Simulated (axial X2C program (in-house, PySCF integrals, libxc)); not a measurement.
RuS along the bond: PBE0, with spin–orbit coupling

Calculated with an in-house all-electron X2C program for linear molecules (integrals from PySCF). Two-component (2c) means X2C with spin–orbit coupling and atomic mean-field two-electron Coulomb and Gaunt terms. Basis: Ru dyall-cv3z [12s12p8d5f3g], S dyall-av3z [9s8p3d2f] (cores contracted in-house); Gaussian nuclei, density fitting, unrestricted open shells. Masses: Ru 101.904 u, S 31.972 u.

State: Ω = 4 (⟨Sz⟩ = 1.99, ⟨Lz⟩ = 2.01 at PBE0). Dipoles are positive if S is the positive end.

Results along the bond:

```
R (Å)   μ (D)  HOMO (eV)  LUMO (eV)
1.814  -2.883      -5.89      -3.01
1.897  -3.293      -6.03      -3.00
1.960  -3.600      -6.12      -3.00
2.022  -3.901      -6.19      -3.00
2.085  -4.190      -6.24      -3.00
2.158  -4.506      -6.28      -3.01
2.231  -4.793      -6.32      -3.01
2.325  -5.114      -6.36      -3.08
2.439  -5.420      -6.33      -3.24
2.606  -5.623      -6.06      -3.39
```

Occupations by symmetry block were frozen at the best pattern of an incomplete PBE0 search. Density functionals use the spin component along the axis (collinear). PBE0 can misorder states that lie within some tenths of an eV, so this need not be the ground state of the molecule. The nearest other 2c determinant of the search, Ω = 2, lies 0.61 eV up at the distance of the search. The functionals have no current-density term, which raises determinants with orbital currents, atoms included. With several unpaired electrons one determinant need not be a pure state. Open-shell Ω = 0 determinants with evenly filled partner blocks cannot be reached by this program, so the Ω shown need not be the lowest component.
